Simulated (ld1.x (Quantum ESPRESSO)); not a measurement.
# I (Z = 53), TM semilocal: configuration errors across variants

ld1.x (Quantum ESPRESSO) 7.5 input, shortened:

```
&input
   title='I', zed=53., rel=0, dft='PBE', iswitch=3,
   config='[Kr] 4d10 5s2 5p5'
 /
 &inputp
   pseudotype=1, tm=.true., lloc=0,
   nlcc=.true., new_core_ps=.true.
 /
2
5P  2  1   5.00   0.00  1.80  1.80  0.0
5S  1  0   2.00   0.00  1.65  1.65  0.0
 &test
   configts(1)='5s2 5p5'
 /
```

All-electron excitation energies from the reference (eV): (1) 5s2 5p4 11.169; (2) 5s2 5p3 30.986; (3) 5s2 5p2 60.199; (4) 5s1 5p6 8.935; (5) 5s2 5p4.5 4.558; (6) 5s1 5p5 20.589; (7) 5s2 5p1 99.406.

In the semilocal form every listed channel keeps its own potential, so the choice of the local channel does not act on these tests. It acts once the file is put into the separable form.

A semilocal file is local in each channel, so a ghost entry of none says nothing of the separable form that plane-wave codes build from it.

The default core radius of the base comes out at 1.43 bohr.

3 further variants failed, have other tests or another functional or relativity, and are left out.

Errors AE − PS in meV (a dash: test not solved or not reliable):

| change | (1) | (2) | (3) | (4) | (5) | (6) | (7) | bound ghosts |
| --- | --- | --- | --- | --- | --- | --- | --- | --- |
| base | +1.4 | +2.6 | -8.4 | -3.9 | +0.4 | -2.0 | -60 | none |
| wave 5p (bound): rc 1.80 bohr becomes 5p (bound): rc 2.16 bohr | +0.9 | +0.7 | -11 | -5.5 | +0.3 | -4.7 | -59 | none |
| all radii but the core radius scaled by about 1.37 (s 2.26, p 2.46 bohr) | +2.2 | +6.0 | -2.4 | -6.7 | +0.5 | -3.2 | -55 | none |
| core correction Bessel-smoothed model core inside 1.10 bohr | +1.4 | +2.6 | -8.5 | -3.9 | +0.4 | -2.0 | -61 | none |

Problem. Give the same row for: local potential the p channel.

Solution. +1.4, +2.7, -8.3, -3.9, +0.4, -2.0, -60; bound ghosts: none.
